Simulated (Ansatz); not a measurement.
`C[SiH](F)[InH2]` + H₂S → `C[SiH](F)S` + `[InH3]`  (cleavage of the Si–In bond)

Computed with Ansatz on PBE0-D4/def2-TZVP structures; ΔE is electronic, products minus reactants. CCSD(T)/CBS is the MP2 limit (def2-TZVPP, def2-QZVPP) plus CCSD(T) − MP2 in def2-TZVPP, frozen cores. This one scheme is used for every species. DFT in def2-TZVPP. B3LYP here is the variant with VWN-RPA as its local correlation; programs differ in this. HSE06 is defined as in plane-wave codes. def2 core potentials past Kr. For In outer-core shells are correlated without core-valence functions, which leaves a few kJ/mol of doubt a bond. Each species was taken in one conformer, which may not be the lowest.

`C[SiH](F)[InH2]`:

```xyz
10

C    -0.344    1.523   -0.533
Si    0.166   -0.260   -0.748
F     1.617   -0.277   -1.457
In    0.238   -1.605    1.459
H    -0.346    2.038   -1.497
H    -1.354    1.573   -0.116
H     0.329    2.059    0.140
H    -0.770   -0.910   -1.713
H    -1.179   -1.695    2.455
H     1.643   -2.447    2.010
```

H₂S:

Z-matrix (Å, degrees):
```
S
H 1 1.341
H 1 1.341 2 92.3
```

`C[SiH](F)S`:

Z-matrix (Å, degrees):
```
C
Si 1 1.851
H 1 1.092 2 110.4
H 1 1.093 2 110.9 3 120.2
H 1 1.093 2 110.3 3 -120.1
F 2 1.602 1 107.5 3 177.3
S 2 2.125 1 112.7 3 -60.4
H 2 1.481 1 113.7 3 58.6
H 7 1.344 2 94.5 1 -44.6
```

`[InH3]`:

```xyz
4

In    0.000    0.000    0.000
H    -1.062   -1.350    0.147
H    -0.489    1.548    0.579
H     1.551   -0.198   -0.726
```

```csv
level,ΔE (kJ/mol),difference from CCSD(T)/CBS
LDA (SPW92),-52.2,-0.7
PBE-D4,-47.9,3.6
revPBE-D4,-51.2,0.3
BLYP-D4,-49.0,2.5
r2SCAN-D4,-57.2,-5.7
B97M-V,-66.3,-14.8
PBE0-D4,-51.9,-0.4
B3LYP-D4,-51.8,-0.3
r2SCANh-D4,-57.6,-6.1
r2SCAN0-D4,-58.2,-6.7
HSE06-D4,-51.7,-0.2
BHLYP-D4,-55.3,-3.8
CAM-B3LYP-D4,-55.8,-4.3
B2PLYP,-53.6,-2.1
PBE-QIDH,-56.6,-5.1
PBE,-46.7,4.8
revPBE,-44.9,6.6
BLYP,-45.4,6.1
r2SCAN,-57.0,-5.5
PBE0,-51.1,0.4
B3LYP,-49.7,1.8
r2SCANh,-57.5,-6.0
r2SCAN0,-58.1,-6.6
HSE06,-51.0,0.5
CAM-B3LYP,-55.2,-3.7
LC-ωPBE,-56.9,-5.4
RPA@PBE/def2-TZVPP,-49.7,1.8
MP2/def2-SVP,-56.6,-5.1
CCSD/def2-SVP,-48.6,2.9
CCSD(T)/def2-SVP,-48.9,2.6
HF/def2-TZVPP,-61.1,-9.6
MP2/def2-TZVPP,-57.5,-6.0
SCS-MP2/def2-TZVPP,-56.0,-4.5
CCSD/def2-TZVPP,-52.8,-1.3
CCSD(T)/def2-TZVPP,-53.4,-1.9
HF/def2-QZVPP,-61.0,-9.5
MP2/def2-QZVPP,-56.4,-4.9
SCS-MP2/def2-QZVPP,-55.4,-3.9
HF/CBS(def2),-60.9,-9.4
CCSD/CBS(def2),-50.9,0.6
CCSD(T)/CBS,-51.5,0
```

Largest T1 diagnostic among the species: 0.014.

From BLYP to BHLYP (50 % exact exchange), in def2-TZVPP and without D4, ΔE moves by −10.3 kJ/mol. Leaving LDA and LC-ωPBE aside and taking each functional with its dispersion term where it has one, the values spread over 18.4 kJ/mol, from B97M-V to PBE-D4. LDA lies −5.5 kJ/mol from PBE without D4. In def2-TZVPP, CCSD(T) changes the Hartree–Fock value by +7.8 kJ/mol (the triples alone add −0.5 kJ/mol) and MP2 by +3.6 kJ/mol.

CCSD(T)/CBS has its own doubt, a few kJ/mol and more with outer-core shells, so smaller differences from it don't rank the levels.
